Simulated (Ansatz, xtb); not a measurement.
Isomers of C4H4ClNS in order of energy

5 gas-phase structures of C4H4ClNS, from a drawn sample of its isomers (lower ones may exist). Each was relaxed with GFN2-xTB:

A. `Sc1cc[nH]c1Cl`, a singlet
B. `Sc1c[nH]c(Cl)c1`, a singlet
C. `Sn1ccc(Cl)c1`, a singlet
D. `Sn1cccc1Cl`, a singlet
E. `Sc1c[nH]cc1Cl`, a singlet

Task: Make a reasoned guess at their ranking by r2SCAN-D4/def2-SVP single-point energy.

Result: Calculated order at r2SCAN-D4/def2-SVP: A (0.0), B (0.9), E (1.2), C (59.4), D (78.5) kJ/mol. Less than 1 kcal/mol parts A and B; B and E, so the order within those pairs means little.

Energies above the lowest of each column, in kJ/mol; the last columns are at PBE0-D3(BJ)/def2-SVP geometries:

```json
{"structure": "A", "GFN2-xTB": "1.6", "HF/STO-3G": "3.0", "r2SCAN-D4/def2-SVP": "0.0", "PBE0-D3(BJ)/def2-SVP": "0.0", "CCSD(T)/def2-SVP + ΔMP2/def2-TZVPP": "0.7"}
{"structure": "B", "GFN2-xTB": "0.0", "HF/STO-3G": "3.7", "r2SCAN-D4/def2-SVP": "0.9", "PBE0-D3(BJ)/def2-SVP": "0.0", "CCSD(T)/def2-SVP + ΔMP2/def2-TZVPP": "0.0"}
{"structure": "E", "GFN2-xTB": "4.7", "HF/STO-3G": "0.0", "r2SCAN-D4/def2-SVP": "1.2", "PBE0-D3(BJ)/def2-SVP": "6.6", "CCSD(T)/def2-SVP + ΔMP2/def2-TZVPP": "6.8"}
{"structure": "C", "GFN2-xTB": "24.0", "HF/STO-3G": "22.5", "r2SCAN-D4/def2-SVP": "59.4", "PBE0-D3(BJ)/def2-SVP": "63.9", "CCSD(T)/def2-SVP + ΔMP2/def2-TZVPP": "53.4"}
{"structure": "D", "GFN2-xTB": "28.7", "HF/STO-3G": "45.5", "r2SCAN-D4/def2-SVP": "78.5", "PBE0-D3(BJ)/def2-SVP": "64.9", "CCSD(T)/def2-SVP + ΔMP2/def2-TZVPP": "57.7"}
```

CCSD(T)/def2-SVP + ΔMP2/def2-TZVPP puts B lowest, with A within 1 kcal/mol; HF/STO-3G picks E. CCSD(T)/def2-SVP + ΔMP2/def2-TZVPP orders those it was run on as B (0.0), A (0.7), E (6.8), C (53.4), D (57.7) kJ/mol. Less than 1 kcal/mol parts B and A, so the order within that pair means little. Flexible structures stand in one conformer each, not always the lowest. Frequencies (GFN2-xTB) were run for B, C, D, E alone. ΔMP2 is the change of the MP2 energy from the smaller to the larger basis.

Over these structures GFN2-xTB departs from r2SCAN-D4/def2-SVP by 21.1 kJ/mol on average once a common shift is removed. A GFN2-xTB relaxation took about 0.25 s and the r2SCAN-D4/def2-SVP energy about 5.4 s on a shared host (Ansatz 0.2.0, xtb 6.7.1).
